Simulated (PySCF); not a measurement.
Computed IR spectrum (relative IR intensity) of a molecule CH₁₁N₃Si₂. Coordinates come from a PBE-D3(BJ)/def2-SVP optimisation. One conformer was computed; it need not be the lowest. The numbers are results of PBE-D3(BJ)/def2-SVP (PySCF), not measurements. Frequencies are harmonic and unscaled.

Lines under 2 % of the strongest are left out, and lines within 2 cm⁻¹ are merged.

| ν (cm⁻¹) | relative intensity |
|---|---|
| 126 | 2.8 |
| 148 | 4.1 |
| 166 | 4.7 |
| 193 | 2.6 |
| 213 | 2.7 |
| 245 | 21 |
| 298 | 5.9 |
| 370 | 82 |
| 393 | 15 |
| 419 | 94 |
| 441 | 73 |
| 505 | 51 |
| 609 | 2.4 |
| 640 | 22 |
| 696 | 17 |
| 709 | 14 |
| 724 | 7.8 |
| 736 | 36 |
| 771 | 33 |
| 806 | 42 |
| 846 | 72 |
| 854 | 80 |
| 881 | 6.4 |
| 904 | 67 |
| 919 | 45 |
| 1204 | 9.1 |
| 1378 | 4.0 |
| 1468 | 36 |
| 1486 | 21 |
| 1489 | 17 |
| 2085 | 100 |
| 2123 | 95 |
| 2961 | 4.4 |
| 3058 | 4.4 |
| 3066 | 4.3 |
| 3455 | 4.6 |
| 3463 | 5.4 |
| 3485 | 9.0 |
| 3553 | 7.1 |
| 3571 | 14 |
| 3586 | 9.1 |

Problem. Pick the molecule that these values belong to.
A. NC[Si@H](N)N[SiH3]
B. CN[Si@@H](N)N[SiH3]
C. NC[Si](N)(N)[SiH3]
D. C[Si@H](N)[SiH](N)N

Solution. D, C[Si@H](N)[SiH](N)N
